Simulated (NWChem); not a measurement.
# C₂H₈OSi; SMILES C[SiH2]CO

```xyz
12

C      0.9905     1.5726     0.1436
Si    -0.6200     0.6618    -0.1681
C     -0.4588    -1.1437     0.3969
O      0.6524    -1.7007    -0.2695
H      0.9710     2.5910    -0.2728
H      1.2000     1.6454     1.2220
H      1.8153     1.0166    -0.3277
H     -0.9623     0.6903    -1.6246
H     -1.7551     1.2836     0.5896
H     -0.3434    -1.1613     1.5012
H     -1.4041    -1.6804     0.1749
H      0.7495    -2.6181     0.0043
```
Atoms are numbered in this order, from 1.

Results from NWChem. Medium grid unless said otherwise, to which SCAN and Minnesota functionals are sensitive. All runs use the structure optimised with PBE0/def2-SVP. B3LYP is NWChem's, with the RPA form of VWN correlation.

Q: Among these, which level gives the highest value of “orbital gap (eV)”?
A. PBE/def2-TZVP
B. LDA (Slater exchange, VWN5)/def2-TZVP
C. B3LYP/def2-TZVP
D. PW6B95/def2-TZVP

A: D, PW6B95/def2-TZVP. Values: LDA (Slater exchange, VWN5)/def2-TZVP 6.15; PBE/def2-TZVP 6.18; B3LYP/def2-TZVP 8.16; PW6B95/def2-TZVP 8.85
